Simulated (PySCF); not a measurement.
Gas-phase reaction: 2 InH + Cl2 = 2 InCl + H2

Method: PySCF energies plus ideal-gas RRHO corrections (1 bar). † marks an energy on the PBE0/def2-TZVP geometry and frequencies. MP2 and CCSD(T) freeze the core. All species are closed-shell singlets. In: scalar-relativistic def2 core potential, no spin-orbit coupling. InH: computed as isolated molecules; such fragments, hydroxides, amides, oligomers or adducts are transient or little studied in the gas. MP2 isn't extrapolated to the basis-set limit. CCSD(T) isn't extrapolated to the basis-set limit.

CCSD(T)/def2-SVP† gives ΔH°(298 K) = -552 kJ.

Problem. What do MP2/def2-TZVPP†, HF/def2-TZVP†, LDA/def2-TZVP† give?

Solution. MP2/def2-TZVPP†: -593 kJ; HF/def2-TZVP†: -564 kJ; LDA/def2-TZVP†: -544 kJ. For scale, ΔH°(298 K) is -552 kJ at this level, -552 kJ at ωB97M-V/def2-TZVP†, and runs from -593 to -487 kJ over the 18 levels computed.
